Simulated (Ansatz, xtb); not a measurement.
**SbHF (SMILES [F][SbH]): methods side by side**

The species is SbHF (3 atoms), meant as a doublet with charge 0. As SMILES, `[F][SbH]`. The coordinates come from a PBE0-D4/def2-TZVP relaxation.

| atom | x (Å) | y (Å) | z (Å) |
| --- | --- | --- | --- |
| F | -0.8262 | 1.1003 | -0.3412 |
| Sb | -0.3238 | -0.7513 | -0.2559 |
| H | 1.1390 | -0.4137 | 0.5838 |

Quantity: the electronic atomisation energy, in eV. The values are calculated. Electronic energies at fixed atoms, without zero-point motion or spin-orbit coupling.

```
            level                    kind  program  value (eV)  less FCI/STO-3G  CPU time (all runs)
         GFN0-xTB          semi-empirical      xtb        9.83            +4.69            under 2 s
       UHF/STO-3G            Hartree–Fock   Ansatz        3.42            -1.72               0.54 s
  U-revPBE/STO-3G                     GGA   Ansatz        7.56            +2.42                3.4 s
  U-r2SCAN/STO-3G                meta-GGA   Ansatz        7.32            +2.18                 11 s
 U-r2SCAN0/STO-3G         hybrid meta-GGA   Ansatz        6.64            +1.50                 10 s
UCAM-B3LYP/STO-3G  range-separated hybrid   Ansatz        7.35            +2.21                3.9 s
   RPA@PBE/STO-3G                     RPA   Ansatz        4.92            -0.22                3.7 s
      UMP2/STO-3G     perturbation theory   Ansatz        4.55            -0.59               0.98 s
 UCCSDT(Q)/STO-3G   coupled cluster or CI   Ansatz        5.15            +0.01                1.7 s
       FCI/STO-3G      exact in the basis   Ansatz        5.14             0.00               0.79 s
```

FCI/STO-3G is exact within its basis and frozen core, so for wave-function methods in that basis the difference is their error; functionals converge differently with the basis, so for them it is only a difference. All-electron rows without a relativistic Hamiltonian named are non-relativistic. The values span 3.42 to 9.83 eV. GFN0-xTB: no spin polarisation, so open shells miss the exchange term that lowers them. All rows use very small basis sets, so none should be taken for the real molecule's value. In the correlated wave-function rows the outer d shell of Sb is correlated, in sets not made for it. In so small a basis fixed costs decide the times, and correlated methods can beat functionals. CPU times are rough (shared hosts, several kinds of processor and program).
